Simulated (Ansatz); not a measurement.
Energy needed to pull apart GeClF (SMILES [F][Ge][Cl]), closed shell, into free ground-state atoms, from the structure below (displaced at random from a GFN2-xTB minimum); no zero-point or spin–orbit terms; open-shell atoms are treated unrestricted, in their ground-state multiplicity.

F1  (0.127, 1.461, 0.211)
Ge2  (-0.773, -0.015, -0.437)
Cl3  (0.632, -1.480, 0.173)
(Å)

Computed with Ansatz 0.2.0 (basis: def2-TZVPP); correlated methods freeze the cores. Filled d shells of the heavier atoms are correlated. The def2 sets are not built for correlating such inner shells, so the correlated values are less sure here.

```
    method  atomization energy (kcal/mol)
    PBE-D4                          232.3
 r2SCAN-D4                          224.1
   PBE0-D4                              ?
r2SCAN0-D4                          212.9
  BHLYP-D4                          205.7
   wB97M-V                          222.5
        HF                          145.1
       MP2                              ?
      CCSD                          206.3
   CCSD(T)                          213.2
```

(1) What does PBE0-D4 give? (To be estimated.)

(2) What does MP2 give? (An estimate is asked for; the value comes from the calculation.)

The T1 diagnostic stays at or below 0.015.

Results:

(1) The calculation gives: 219.4 kcal/mol, which is about 6.3 kcal/mol more than CCSD(T)/def2-TZVPP.

(2) Computed: 224.9 kcal/mol, which is about 11.7 kcal/mol more than CCSD(T)/def2-TZVPP.

In triple zeta the MP2 and coupled-cluster atomization energies are still short of their basis limit by a few kcal/mol a bond, whereas those of the functionals are nearly converged, so these differences are not deviations from converged CCSD(T).

For scale, one of the runs: CCSD(T)/def2-TZVPP forces, 121 basis functions (an equivalent command: `ansatz run in.yaml --threads 4`). Hardware: 4 CPU threads, shared host. Wall time 29 s; peak host memory 0.84 GiB.
